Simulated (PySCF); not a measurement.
Electronic absorption of [C6H12P]+

C6H12P (charge +1).
Atom-mapped SMILES: `[CH3:1][C:2]#[C:3][PH2+:4][CH2:5][CH2:6][CH3:7]` (hydrogens: H8, H9, H10 on C1; H11, H12 on P4; H13, H14 on C5; H15, H16 on C6; H17, H18, H19 on C7)

Theory: PySCF, TDDFT B3LYP/def2-SVPD, vertical, gas phase, core orbitals frozen in the response. The structure is a single GFN2-xTB conformer in the gas phase; no vibrational or solvent corrections. Torsions of this conformer, `[CH3:1][C:2]#[C:3][PH2+:4][CH2:5][CH2:6][CH3:7]`: C3–P4–C5–C6 -169°, P4–C5–C6–C7 -51°.

Problem. What does the calculation give for the low-lying excited states?

Solution. 

```tsv
state	E (eV)	E (kJ/mol)	λ (nm)	f	main configurations (H = HOMO, L = LUMO)
S1	5.67	547	218.6	0.0004	H→L (42%), H→L+1 (29%), H-1→L (23%)
S2	5.85	564	212.0	0.0009	H→L+1 (49%), H-1→L (47%)
S3	5.87	566	211.4	0.0034	H-1→L+1 (60%), H→L (28%)
S4	7.17	692	173.0	0.039	H→L+2 (91%)
S5	7.26	700	170.8	0.0037	H-1→L+2 (96%)
S6	7.42	716	167.0	0.533	H→L (16%), H-1→L+1 (14%), H→L+3 (14%)
S7	7.59	733	163.3	0.043	H-2→L (85%)
S8	7.69	742	161.2	0.0045	H-2→L+1 (92%)
```

Triplets, Tamm–Dancoff:

```
state  E (eV)  λ (nm)  main configurations (H = HOMO, L = LUMO)
   T1    4.80   258.0     H→L (30%), H-1→L+1 (24%), H-1→L (21%)
   T2    5.17   239.7                  H→L (48%), H-1→L+1 (44%)
   T3    5.18   239.5                  H→L+1 (50%), H-1→L (43%)
```

The lowest singlet lies at 5.67 eV (219 nm, ultraviolet) and is dark (f under 0.0005); its leading configuration is HOMO→LUMO (42%). The strongest level in the table is S6 at 7.42 eV (167 nm, f = 0.533). Löwdin shares by element: HOMO carbon 77% or more, phosphorus 5% (atoms not listed hold the other 18%); LUMO carbon 42% or more, phosphorus 26%, hydrogen 8% or more (atoms not listed hold the other 24%). Of the 8 states listed, 3 reach f = 0.01 and 1 stays under 0.0005. The oscillator strengths of these states sum to 0.627; summed over the whole spectrum of an exact calculation they would give the number of electrons, 62 (Thomas–Reiche–Kuhn). Weighted by f, the mean energy of these states is 7.41 eV. The window holds the lowest 8 singlets.
